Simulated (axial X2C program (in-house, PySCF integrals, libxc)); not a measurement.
## Potential curves of WB⁺, scalar-relativistic

Computed with an in-house all-electron X2C program for linear molecules (integrals from PySCF). Spin-free means the one-electron spin-free X2C Hamiltonian. Basis: W dyall-cv3z [13s14p9d7f4g], B dyall-v3z [7s6p2d1f] (cores contracted in-house); Gaussian nuclei, density fitting, unrestricted open shells. Masses: W 183.951 u, B 11.009 u.

State: M_S = 3, Λ = 0 (beyond evenly filled blocks: 2 × σα, π+α, π-α, δ+α, δ-α). Energies in kJ/mol from the fragments at the same level (W+ + B). Fits are polynomials in 1 − R0/R over 0.85 to 1.23 times the lowest point R0.

| R (Å) | MP2 | PBE0 |
| --- | --- | --- |
| 1.8148 | -238.49 | -284.79 |
| 1.8983 | -283.16 | -331.32 |
| 1.9608 | -301.04 | -351.12 |
| 2.0234 | -309.11 | -361.22 |
| 2.0860 | -309.91 | -363.83 |
| 2.1590 | -304.44 | -359.89 |
| 2.2320 | -294.49 | -350.65 |
| 2.3259 | -278.08 | -333.78 |
| 2.4406 | -255.85 | -309.28 |
| 2.6075 | -223.69 | -271.99 |

Correlated methods: 8 electrons correlated (number of frozen shells: W 5 s, 4 p, 2 d, 1 f; B 1 s), 294 virtual spin orbitals or spinors in MP2.

Occupations by symmetry block were frozen at the best pattern of an incomplete PBE0 search. De is counted from the lowest determinant-based energies of the atoms at the same level, without counterpoise correction. Other states lie close and PBE0, whose exact exchange favours high spin, may order them wrongly; the determinant shown need not be the ground state. The nearest other spin-free determinant of the search, M_S = 2, Λ = 0, lies 0.55 eV up at the distance of the search. With the outer-core shells frozen, correlated bond lengths of heavy atoms tend to come out a few hundredths of an ångström too long. MP2 and coupled cluster on one determinant become unreliable at the stretched end.

Question: Fit the MP2 curve near its minimum: give the equilibrium distance, the harmonic wavenumber and the well depth.

Answer: At MP2, spin-free: Re = 2.062 Å, ωe ≈ 638 cm⁻¹, De = 3.22 eV to W+ + B; Be follows as 0.382 cm⁻¹.

Question: What are Re, ωe and De at the PBE0 level?

Answer: At PBE0, spin-free: Re = 2.081 Å, ωe ≈ 630 cm⁻¹, De = 3.77 eV to W+ + B; Be follows as 0.375 cm⁻¹.
